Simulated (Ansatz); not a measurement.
Ideal-gas functions of H4HfO3Se (`[OH][Hf]([OH])([OH])[SeH]`) at 298.15 K and 1 bar, from an Ansatz frequency run at PBE0-D4/def2-TZVP.

Molar mass 309.48 g/mol, point group C1 (symmetry number 1), electronic degeneracy 1, moments of inertia 182.99, 553.628, 559.585 u Å². Harmonic wavenumbers (cm⁻¹, unscaled): 68, 102, 112, 136, 154, 165, 170, 218, 226, 236, 251, 269, 335, 455, 684, 688, 715, 2425, 4012, 4017, 4021.

Use S(trans) = R[1.5 ln M + 2.5 ln T − 1.1517]; rotational temperatures θ = 24.2544 K / I; S(rot) = R[ln(√π/σ · √(T³/θAθBθC)) + 1.5]; for each mode x = 1.438777 ν̃/T, S = R[x/(eˣ − 1) − ln(1 − e⁻ˣ)] and H = RT x/(eˣ − 1); 1 cm⁻¹ = 0.0119627 kJ/mol; R = 8.31446 J/(mol·K).

Q: By hand: the entropy, in J/(mol·K).

A: Translation 180.4. Rotation: θ = 0.1325, 0.0438, 0.0433 K, giving 122.7. Vibration, mode by mode: 17.62, 14.29, 13.53, 11.96, 10.97, 10.43, 10.19, 8.27, 7.99, 7.67, 7.21, 6.71, 5.17, 3.27, 1.36, 1.34, 1.21, 0.00, 0.00, 0.00, 0.00, in all 139.2. Electronic 0.0. Sum 442.3 J/(mol·K).

Q: By hand: H − E and G − E in kJ/mol, counted from the electronic energy.

A: Zero-point energy ½ × 19459 × 0.0119627 = 116.4; thermal vibration 21.7; translation, rotation and pV give 4 RT = 9.9. H − E = 148.0 kJ/mol, and G − E = 148.0 − 298.15 × 442.3/1000 = 16.1 kJ/mol.

Vibration gives 31 % of the entropy, 57.4 J/(mol·K) of it from the modes under 150 cm⁻¹: soft modes count most, and the harmonic formula is weakest for them. The sum counts one conformer and one mirror image; others add a mixing term.
